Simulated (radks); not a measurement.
Question: These are the eigenvalues of the occupied orbitals of an atom or ion with whole-number occupations (eV). Method: Dirac Kohn-Sham, PBE, spin-unpolarised, spherical densities, point nucleus; computed with a radial shooting solver on a logarithmic mesh with Libxc functionals.

| orbital | eigenvalue |
|---|---|
| 1s1/2 | -66874.00 |
| 2s1/2 | -16427.33 |

Which element is it, and in what charge state? The configuration may be excited. Open shells, if any, are shared by 2j + 1.

Answer: Z = 69, thulium, charge +65: Tm65+ in [He] 2s2. The 1s level, -2457.6 hartree, gives Z - s = 70.1 by -(Z - s)^2/2, which with screening and relativity narrows Z to a few neighbours, and the depths must fix Z and the occupations together.
